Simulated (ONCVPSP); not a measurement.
**What the settings do to the ONCV potential of lead**

Base potential:

lead, optimised norm-conserving Vanderbilt (ONCV), made with ONCVPSP 4.0.1 (BLYP, scalar-relativistic). Core [Xe] 4f14, reference 5d10 6s2 6p1 (charge +1). Waves: 6s: rc 1.60 bohr, ncon 3, nbas 6, qcut 3.2 1/bohr, 2 projectors, debl 3.1 Ha; 6p: rc 2.10 bohr, ncon 3, nbas 6, qcut 3.3 1/bohr, 2 projectors, debl 0.6 Ha; 5d: rc 1.30 bohr, ncon 3, nbas 6, qcut 6.5 1/bohr, 2 projectors, debl 2.5 Ha. Local part: polynomial inside 1.05 bohr (lpopt 5, dvloc0 3 Ha). Core correction: Teter function, fcfact 5, rcfact 1.1.

Cutoffs, loose and tight: the cutoffs (Ha) at which the residual kinetic energy of the hardest occupied pseudo-wave falls to 1 and 0.1 mHa per electron. They do not see the model core or the augmentation charge, which bear on the density cutoff. Test errors are all-electron minus pseudo excitation energies from the reference, over the configurations 5d10 6s2 6p2; 5d10 6s2 6p0; 5d10 6s1 6p0; 5d10 6s1 6p3. A dash means not determined; rows that change the core or the reference have their own tests.

A true bound ghost makes a file unfit for plane-wave use even where its test errors are small: the radial tests pick states by their node count and pass the ghost by.

| change | outcome | cutoff, loose | cutoff, tight | bound ghosts | GHOST(+) flags above zero | largest test error (meV) |
| --- | --- | --- | --- | --- | --- | --- |
| base | generated | 34 Ha | 69 Ha | s, p | s | -5.2 |
| p: qcut 2.1 | generated | 34 Ha | 69 Ha | s, p | s | -4.3 |
| p: qcut 2.5 | generated | 34 Ha | 69 Ha | s, p | s | -4.5 |
| p: qcut 2.8 | generated | 34 Ha | 69 Ha | s, p | s | -4.7 |
| p: qcut 3.1 | generated | 34 Ha | 69 Ha | s, p | s | -5.0 |
| p: qcut 3.4 | generated | 34 Ha | 69 Ha | s, p | s | -5.3 |
| p: qcut 3.8 | generated | 34 Ha | 69 Ha | s, p | s | -5.6 |
| p: qcut 4.2 | generated | 34 Ha | 69 Ha | s, p | s | -5.7 |
| p: qcut 4.6 | generated | 34 Ha | 69 Ha | s, p | s, p | -5.9 |
| p: qcut 4.9 | generated | 34 Ha | 69 Ha | s, p | s, p | -5.8 |

Reading the sweep of the qcut of the p channel (base included, trends over the rows without a ghost): Bound ghosts are found at 2.1, 2.5, 2.8, 3.1, 3.3, 3.4, 3.8, 4.2, 4.6, 4.9 1/bohr. Every judged row has one, so this setting neither creates nor removes them.
